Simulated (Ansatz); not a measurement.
C2H7NSi can be A, `C=C(N)[SiH3]`, or B, `CN1C[SiH2]1`.

Gas-phase electronic energies from Ansatz, PBE0-D4/def2-TZVP geometries. CCSD(T)/CBS adds triple-zeta CCSD(T) − MP2 to the extrapolated MP2 energy (def2 sets, frozen cores). Functionals use def2-TZVPP. B3LYP here is the variant with VWN-RPA as its local correlation; programs differ in this. One conformer a species, not always the lowest.

**Question.** Which isomer does CCSD(T)/CBS put lower? Give the gap. (Estimate.)

**Answer.** Ansatz gave: A, by 54.1 kJ/mol.

**Question.** Give E(B) − E(A) in kJ/mol with BLYP-D4, PBE0-D4, MP2/def2-TZVPP, CCSD(T)/def2-TZVPP, B3LYP-D4, r2SCAN-D4, B3LYP. (An estimate is asked.)

**Answer.** Computed: BLYP-D4 64.6, PBE0-D4 47.1, MP2/def2-TZVPP 46.2, CCSD(T)/def2-TZVPP 53.9, B3LYP-D4 61.3, r2SCAN-D4 51.2, B3LYP 60.7. None reverses the order clearly.

**Question.** Does the order hold for the free energy at 298.15 K (harmonic terms from PBE0-D4)? (An estimate is asked.)

**Answer.** Computed: Yes: G(B) − G(A) = +62.5 kJ/mol, for one conformer each.

Largest T1 diagnostic: 0.012.

At CCSD(T), def2-SVP lies +3.8 kJ/mol from the extrapolated value and def2-TZVPP −0.2 kJ/mol. In def2-TZVPP, CCSD(T) changes the Hartree–Fock value by −17.7 kJ/mol (the triples alone add +0.0 kJ/mol) and MP2 by −25.5 kJ/mol.
